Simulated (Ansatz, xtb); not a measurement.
**C4H9BO: which of two structures lies lower**

Structure a is `B[C@@H]1CC[C@H]1O`, a singlet and structure b is a singlet given by its coordinates. Both are isolated molecules in the gas phase, relaxed with PBE-D3(BJ)/def2-SVP; the shapes shown needn't be the lowest conformers.

a (Å):

```xyz
15

C     0.4102   -0.7386    2.0817
C    -0.6260   -0.2607    1.0375
C    -0.1405    1.1954    1.2282
C     1.1618    0.6932    1.8797
B     1.5896   -1.6721    1.7870
O     1.5648    1.3929    3.0170
H     2.4141   -1.8896    2.6620
H     1.8266   -2.0528    0.6513
H     0.0239   -0.7063    3.1183
H    -0.4058   -0.6550    0.0251
H    -1.6902   -0.4613    1.2667
H    -0.7273    1.7216    2.0080
H    -0.0409    1.8556    0.3427
H     1.9817    0.6224    1.1240
H     2.4759    1.1267    3.2355
```

b (Å):

```xyz
15

C     0.9198   -2.1485    0.6848
C    -0.0421   -0.3540   -0.7682
C    -0.3162   -0.0679    0.7287
C     0.7686   -0.8469    1.4919
B     0.6443   -1.7653   -0.8023
O     1.9197   -3.0129    1.1617
H     0.8973   -2.4502   -1.7784
H    -0.1180   -2.6488    0.7554
H     2.2956   -3.4735    0.3909
H    -0.8790   -0.1380   -1.4625
H     0.8027    0.2976   -1.1183
H    -0.3321    1.0112    0.9836
H    -1.3169   -0.4718    0.9984
H     0.5246   -1.0199    2.5602
H     1.7406   -0.3062    1.4627
```

Close contacts (Å): C1–C4 1.54, C1–B5 1.56, C1–O6 1.41, C2–C3 1.55, C2–B5 1.57, C3–C4 1.54, C1–H8 1.15, C2–H10 1.11, C2–H11 1.12, C3–H12 1.11, C3–H13 1.11, C4–H14 1.11, C4–H15 1.11, B5–H7 1.22, O6–H9 0.97.

Question: Which of the two would you expect CCSD(T)/def2-SVP + ΔMP2/def2-TZVPP electronic energies to favour?

Answer: Structure b; the calculation gives E(b) − E(a) = −1.021 eV.

The same difference at several levels:

| level | geometry | E(b) − E(a) (eV) | departure from the last row (eV) | job, with rough time for the two |
| --- | --- | --- | --- | --- |
| PBE-D3(BJ)/def2-SVP | PBE-D3(BJ)/def2-SVP | −1.074 | −0.054 | optimisation, 1.8 min |
| HF/def2-SVP | PBE-D3(BJ)/def2-SVP | −1.114 | −0.094 | part of the CCSD(T) run |
| MP2/def2-SVP | PBE-D3(BJ)/def2-SVP | −1.064 | −0.043 | part of the CCSD(T) run |
| CCSD(T)/def2-SVP | PBE-D3(BJ)/def2-SVP | −1.053 | −0.032 | single point |
| CCSD(T)/def2-SVP + ΔMP2/def2-TZVPP | PBE-D3(BJ)/def2-SVP | −1.021 |  | single point, 94 s |

The levels shown agree on the order. The largest departure from CCSD(T)/def2-SVP + ΔMP2/def2-TZVPP is that of HF/def2-SVP, 0.094 eV. Levels run at GFN2-xTB geometries aren't shown. The last row adds to CCSD(T) the change of the MP2 difference between the two basis sets, here +0.032 eV.

With thermal terms from frequencies at re-optimised GFN2-xTB minima (ideal gas, soft modes damped towards free rotors, one conformer each, 298.15 K, 1 atm): on the last row, ΔE + ΔZPE = −0.967, ΔH = −0.982, ΔG = −0.942 eV.

The correlated steps freeze 6 core orbitals. Mirror images aren't counted in ΔG. Codes used: Ansatz 0.2.0, xtb 6.7.1; the last row on 2 threads of Intel(R) Xeon(R) Processor @ 2.70GHz on a shared host.
